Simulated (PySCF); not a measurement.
H5BN2 (SMILES NBN), singlet, geometry from GFN2-xTB; CAMB3LYP/def2-TZVP, polarisability in PySCF.

Input for PySCF:
```python
from pyscf import gto, scf, dft
from pyscf.prop import polarizability

mol = gto.Mole()
mol.atom = '''
    B    -0.26479829   -0.27250486   -0.35740732
    H    -0.85980722   -0.88483067   -1.16051127
    N    -0.10521353    1.11142917   -0.51059803
    H    -0.47695394    1.62943800   -1.28449531
    H     0.39432189    1.68597126    0.14536885
    N     0.28527290   -0.92612943    0.75363034
    H     0.80416719   -0.45260188    1.47227294
    H     0.20184789   -1.91255062    0.91317524
'''
mol.basis = 'def2-tzvp'
mol.verbose = 4
mol.build()

mf = dft.RKS(mol)
mf.xc = 'camb3lyp'
mf.kernel()
alpha = mf.Polarizability().polarizability()[2, 2]
print('alpha_zz =', alpha)
```

Output, abridged:

```
site-packages/pyscf/prop/efg/rhf.py:45: UserWarning: Module EFG is under testing
  warnings.warn('Module EFG is under testing')
site-packages/pyscf/prop/efg/dhf.py:30: UserWarning: Module EFG is under testing
  warnings.warn('Module EFG is under testing')
site-packages/pyscf/prop/zfs/uhf.py:40: UserWarning: Module ZFS is under testing
  warnings.warn('Module ZFS is under testing')
site-packages/pyscf/prop/gtensor/uhf.py:43: UserWarning: Module g-tensor is under testing
  warnings.warn('Module g-tensor is under testing')
site-packages/pyscf/prop/gtensor/uks.py:41: UserWarning: Module g-tensor is under testing
  warnings.warn('Module g-tensor is under testing')
site-packages/pyscf/prop/hfc/uks.py:35: UserWarning: Module HFC is under testing
  warnings.warn('Module HFC is under testing')
site-packages/pyscf/prop/magnetizability/rhf.py:39: UserWarning: Module magnetizability is under testing
  warnings.warn('Module magnetizability is under testing')
site-packages/pyscf/prop/magnetizability/uhf.py:37: UserWarning: Module magnetizability is under testing
  warnings.warn('Module magnetizability is under testing')
site-packages/pyscf/prop/magnetizability/rks.py:37: UserWarning: Module magnetizability is under testing
  warnings.warn('Module magnetizability is under testing')
site-packages/pyscf/prop/magnetizability/uks.py:39: UserWarning: Module magnetizability is under testing
  warnings.warn('Module magnetizability is under testing')
site-packages/pyscf/prop/polarizability/uhf.py:34: UserWarning: Module polarizability is under testing
  warnings.warn('Module polarizability is under testing')
site-packages/pyscf/prop/polarizability/rks.py:29: UserWarning: Module polarizability is under testing
  warnings.warn('Module polarizability is under testing')
site-packages/pyscf/prop/polarizability/uks.py:29: UserWarning: Module polarizability is under testing
  warnings.warn('Module polarizability is under testing')
PySCF version 2.14.0

[INPUT] verbose = 4
[INPUT] num. atoms = 8
[INPUT] num. electrons = 24
[INPUT] charge = 0
[INPUT] spin (= nelec alpha-beta = 2S) = 0
[INPUT] symmetry False subgroup None
[INPUT] Mole.unit = angstrom
[INPUT] Symbol           X                Y                Z      unit          X                Y                Z       unit  Magmom
[INPUT]  1 B     -0.264798290000  -0.272504860000  -0.357407320000 AA   -0.500396246353  -0.514959553013  -0.675401949715 Bohr   0.0
[INPUT]  2 H     -0.859807220000  -0.884830670000  -1.160511270000 AA   -1.624800165724  -1.672087632915  -2.193048464771 Bohr   0.0
[INPUT]  3 N     -0.105213530000   1.111429170000  -0.510598030000 AA   -0.198824756299   2.100296738153  -0.964890436442 Bohr   0.0
[INPUT]  4 H     -0.476953940000   1.629438000000  -1.284495310000 AA   -0.901312320632   3.079191556959  -2.427344344188 Bohr   0.0
[INPUT]  5 H      0.394321890000   1.685971260000   0.145368850000 AA    0.745160377021   3.186023935288   0.274707313543 Bohr   0.0
[INPUT]  6 N      0.285272900000  -0.926129430000   0.753630340000 AA    0.539087651760  -1.750130978600   1.424154941763 Bohr   0.0
[INPUT]  7 H      0.804167190000  -0.452601880000   1.472272940000 AA    1.519655747461  -0.855293596663   2.782192637208 Bohr   0.0
[INPUT]  8 H      0.201847890000  -1.912550620000   0.913175240000 AA    0.381437230921  -3.614196871167   1.725651107334 Bohr   0.0

nuclear repulsion = 69.3900021323809
number of shells = 53
number of NR pGTOs = 178
number of NR cGTOs = 123
basis = def2-tzvp
ecp = {}

******** <class 'pyscf.dft.rks.RKS'> ********
method = RKS
initial guess = minao
damping factor = 0
level_shift factor = 0
DIIS = <class 'pyscf.scf.diis.CDIIS'>
diis_start_cycle = 1
diis_space = 8
diis_damp = 0
SCF conv_tol = 1e-09
SCF conv_tol_grad = None
SCF max_cycles = 50
direct_scf = True
direct_scf_tol = 1e-13
XC library pyscf.dft.libxc version 7.1.2
    S. Lehtola, C. Steigemann, M. J. T. Oliveira, and M. A. L. Marques,  SoftwareX 7, 1–5 (2018)
XC functionals = camb3lyp
    T. Yanai, D. P. Tew, and N. C. Handy,  Chem. Phys. Lett. 393, 51 (2004)
radial grids:
    Treutler-Ahlrichs [JCP 102, 346 (1995); DOI:10.1063/1.469408] (M4) radial grids

becke partition: Becke, JCP 88, 2547 (1988); DOI:10.1063/1.454033
pruning grids: <function nwchem_prune>
grids dens level: 3
symmetrized grids: False
atomic radii adjust function: <function treutler_atomic_radii_adjust>
small_rho_cutoff = 0
Set gradient conv threshold to 3.16228e-05
Initial guess from minao.
tot grids = 90896
init E= -137.644703113931
  HOMO = -0.309293596862036  LUMO = 0.0168589058592648  gap/eV = 8.87506
cycle= 1 E= -137.383585130489  delta_E= 0.261  |g|= 0.484  |ddm|= 1.88
  HOMO = -0.219730871040985  LUMO = 0.0795044724119958  gap/eV = 8.14261
cycle= 2 E= -137.386524796785  delta_E= -0.00294  |g|= 0.506  |ddm|= 0.612
  HOMO = -0.305469594656687  LUMO = 0.0647021320718206  gap/eV = 10.07289
cycle= 3 E= -137.437117746915  delta_E= -0.0506  |g|= 0.0302  |ddm|= 0.297
  HOMO = -0.303580000832994  LUMO = 0.0668876345128897  gap/eV = 10.08094
cycle= 4 E= -137.437319232261  delta_E= -0.000201  |g|= 0.0141  |ddm|= 0.0366
  HOMO = -0.30334234490325  LUMO = 0.0667560220756389  gap/eV = 10.07089
cycle= 5 E= -137.43736764196  delta_E= -4.84e-05  |g|= 0.00142  |ddm|= 0.0096
  HOMO = -0.303546409714036  LUMO = 0.0666336790306001  gap/eV = 10.07311
cycle= 6 E= -137.437368377824  delta_E= -7.36e-07  |g|= 0.000265  |ddm|= 0.00259
  HOMO = -0.30351466578642  LUMO = 0.0666520179169385  gap/eV = 10.07275
cycle= 7 E= -137.437368397579  delta_E= -1.98e-08  |g|= 4.87e-05  |ddm|= 0.000278
  HOMO = -0.303511325725003  LUMO = 0.0666507197242723  gap/eV = 10.07262
cycle= 8 E= -137.437368398478  delta_E= -8.98e-10  |g|= 9.39e-06  |ddm|= 9.09e-05
  HOMO = -0.303512798819456  LUMO = 0.0666507027888237  gap/eV = 10.07266
Extra cycle  E= -137.437368398509  delta_E= -3.14e-11  |g|= 5.4e-06  |ddm|= 1.5e-05
converged SCF energy = -137.437368398509
Isotropic polarizability 30.6148802578
Polarizability anisotropy 7.69915336089
alpha_zz = 30.74784695163538
```
